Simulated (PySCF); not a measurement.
Species: C5H8NSi2 (doublet state).
Cartesian coordinates in Å at the GFN2-xTB level; atoms count from 1:
```
atom  x, y, z in Å
N1     4.769    2.611   -1.797
C2     4.074    1.816   -1.321
C3     3.261    0.892   -0.776
C4     2.498    0.103   -0.216
Si5    1.408   -1.200    0.356
C6    -0.443   -1.009    0.016
C7    -1.108   -0.071    1.031
Si8   -2.955    0.213    0.658
H9     1.823   -1.988    1.503
H10   -0.942   -1.981    0.046
H11   -0.595   -0.612   -0.990
H12   -0.989   -0.478    2.038
H13   -0.585    0.888    1.028
H14   -3.508    1.122    1.660
H15   -3.646   -1.078    0.706
H16   -3.071    0.782   -0.686
```

The hyperfine couplings belong to this conformer and change with its torsions.

The species is `C([SiH]C#CC#N)C[SiH3]` [radical].

Computed, not measured: UKS B3LYP, pcH-1 on C H N Si, non-relativistic, mean-field spin-orbit, GIAO (PySCF 2.14.0). One conformer (not necessarily the lowest) at the GFN2-xTB geometry, without solvent, vibrations or thermal averaging. Couplings are sensitive to structure, and on GFN2-xTB geometries they can be far from those on DFT ones, by a factor of two or more for some ions and for spin on atoms past the first row. Stability of the SCF solution: not tested.

(1) The isotropic 13C couplings are +35.4, -28.5, -23.6, +23.5 MHz. Assign them to C2; C3; C4; C7.

(2) The isotropic 29Si couplings are -225.2, -12.6 MHz. Assign them to Si5; Si8.

Results:

(1) 
```json
{"site": "C2", "a_iso (MHz)": "-23.6", "ρ(0) (bohr⁻³)": "-0.0210", "position": "3 bonds from Si5", "distance from Si5 (Å)": "4.36", "spin population": "-0.08", "largest |T| (MHz)": "8.3"}
{"site": "C3", "a_iso (MHz)": "+23.5", "ρ(0) (bohr⁻³)": "+0.0211", "position": "2 bonds from Si5", "distance from Si5 (Å)": "3.02", "spin population": "+0.27", "largest |T| (MHz)": "40.3"}
{"site": "C4", "a_iso (MHz)": "-28.5", "ρ(0) (bohr⁻³)": "-0.0253", "position": "1 bond from Si5", "distance from Si5 (Å)": "1.79", "spin population": "-0.16", "largest |T| (MHz)": "13.7"}
{"site": "C7", "a_iso (MHz)": "+35.4", "ρ(0) (bohr⁻³)": "+0.0315", "position": "2 bonds from Si5", "distance from Si5 (Å)": "2.84", "spin population": "+0.01", "largest |T| (MHz)": "5.2"}
```

(2) 
```json
{"site": "Si5", "a_iso (MHz)": "-225.2", "ρ(0) (bohr⁻³)": "+0.2546", "position": "largest spin population", "distance from Si5 (Å)": "0.00", "spin population": "+0.85", "largest |T| (MHz)": "162.3"}
{"site": "Si8", "a_iso (MHz)": "-12.6", "ρ(0) (bohr⁻³)": "+0.0143", "position": "3 bonds from Si5", "distance from Si5 (Å)": "4.60", "spin population": "+0.02", "largest |T| (MHz)": "4.0"}
```

ρ(0) is the spin density at the nucleus and T the dipolar tensor; a_iso includes a spin–orbit part; entries for several nuclei are means. The Mulliken spin populations are largest on Si5 (+0.85), C3 (+0.27), C4 (-0.16) and N1 (+0.15). The angles at Si5 add up to 354.3°, so it is nearly planar; its axial dipolar tensor and the negative coupling of its proton fit spin in a p orbital normal to that plane.

Means are taken over nuclei equivalent by connectivity, which assumes that they swap fast.
